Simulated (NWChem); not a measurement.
System: C3H6OSi; SMILES C(=C)[SiH2]C=O

Input file for NWChem:

```
start job
memory heap 200 mb stack 900 mb global 1100 mb
geometry units angstroms noautoz
  C      0.559451    -2.396455    -0.324366
  C      0.527684    -1.240759     0.352267
  Si    -0.855937    -0.000567     0.198887
  C     -0.139881     1.738818    -0.264362
  O      0.926291     2.117414     0.185461
  H     -0.233625    -2.689528    -1.010303
  H      1.380981    -3.104574    -0.224229
  H      1.359192    -1.006682     1.018438
  H     -1.574511     0.206317     1.488016
  H     -1.835776    -0.440058    -0.833344
  H     -0.722276     2.418702    -0.936962
end
basis spherical
  * library def2-svp
end
dft
  xc b3lyp
  iterations 150
  mulliken
end
task dft energy
```

Parts of the log:

```
             Northwest Computational Chemistry Package (NWChem) 7.3.0
             --------------------------------------------------------

 C1  symmetry detected

                             Geometry "geometry" -> ""
                             -------------------------

 Output coordinates in angstroms (scale by  1.889725989 to convert to a.u.)

  No.       Tag          Charge          X              Y              Z
 ---- ---------------- ---------- -------------- -------------- --------------
    1 C                    6.0000     0.54594938    -2.43151077    -0.31002939
    2 C                    6.0000     0.52219837    -1.25881268     0.33703295
    3 Si                  14.0000    -0.84601399    -0.00749084     0.14159165
    4 C                    6.0000    -0.10671114     1.71152226    -0.35962811
    5 O                    8.0000     0.96025300     2.08940802     0.08891206
    6 H                    1.0000    -0.24517758    -2.73292368    -0.99460173
    7 H                    1.0000     1.35858307    -3.14601995    -0.18563244
    8 H                    1.0000     1.35123246    -1.01730231     1.00363374
    9 H                    1.0000    -1.57195804     0.23990745     1.41940325
   10 H                    1.0000    -1.82292246    -0.46192217    -0.88694112
   11 H                    1.0000    -0.67620531     2.38067541    -1.05369396

 Effective nuclear repulsion energy (a.u.)     198.6335643890

                                 NWChem DFT Module
                                 -----------------

 Summary of "ao basis" -> "ao basis" (spherical)
 ------------------------------------------------------------------------------
       Tag                 Description            Shells   Functions and Types
 ---------------- ------------------------------  ------  ---------------------
 C                          def2-svp                 6       14   3s2p1d
 Si                         def2-svp                 8       18   4s3p1d
 O                          def2-svp                 6       14   3s2p1d
 H                          def2-svp                 3        5   2s1p

            General Information
            -------------------
          SCF calculation type: DFT
          Wavefunction type:  closed shell.
          No. of atoms     :    11
          No. of electrons :    46
           Alpha electrons :    23
            Beta electrons :    23
          Charge           :     0
          Spin multiplicity:     1
          Use of symmetry is: off; symmetry adaption is: off
          Maximum number of iterations: 150
          AO basis - number of functions:   104
                     number of shells:    50
          Convergence on energy requested:  1.00D-06
          Convergence on density requested:  1.00D-05
          Convergence on gradient requested:  5.00D-04

              XC Information
              --------------
                         B3LYP Method XC Potential
                     Hartree-Fock (Exact) Exchange  0.200
                        Slater Exchange Functional  0.800 local
                    Becke 1988 Exchange Functional  0.720 non-local
              Lee-Yang-Parr Correlation Functional  0.810
                  VWN I RPA Correlation Functional  0.190 local

             Grid Information
             ----------------
          Grid used for XC integration:  medium
          Radial quadrature: Mura-Knowles
          Angular quadrature: Lebedev.
          Tag              B.-S. Rad. Rad. Pts. Rad. Cut. Ang. Pts.
          ---              ---------- --------- --------- ---------
          C                   0.70       49          12.0       434
          Si                  1.10       88          11.0       590
          O                   0.60       49          13.0       434
          H                   0.35       45          13.0       434
          Grid pruning is: on
          Number of quadrature shells:   554
          Spatial weights used:  Erf1

      Superposition of Atomic Density Guess
      -------------------------------------

 Sum of atomic energies:        -479.29980384

      Non-variational initial energy
      ------------------------------

 Total energy =    -481.607726
 1-e energy   =   -1052.113028
 2-e energy   =     371.871738
 HOMO         =      -0.269853
 LUMO         =      -0.060009

     ---------------------------------------------
      Total Density - Mulliken Population Analysis
     ---------------------------------------------

    Atom       Charge   Shell Charges
 -----------   ------   -------------------------------------------------------
    1 C    6     6.13   1.99  0.96  0.27  1.94  0.94  0.03
    2 C    6     6.39   1.99  0.99  0.31  1.99  1.08  0.03
    3 Si  14    13.45   2.00  1.99  1.02  0.24  5.94  1.14  0.98  0.15
    4 C    6     5.56   1.99  0.96  0.35  1.54  0.66  0.07
    5 O    8     8.70   1.99  1.13  0.69  3.03  1.83  0.01
    6 H    1     0.90   0.67  0.20  0.03
    7 H    1     0.90   0.67  0.20  0.03
    8 H    1     0.89   0.67  0.19  0.03
    9 H    1     1.05   0.69  0.35  0.01
   10 H    1     1.07   0.70  0.37  0.01
   11 H    1     0.95   0.69  0.24  0.02

[...]
```

Level: B3LYP/def2-SVP. All runs use the structure optimised with B3LYP/6-31G* (spherical d). B3LYP is NWChem's, with the RPA form of VWN correlation.
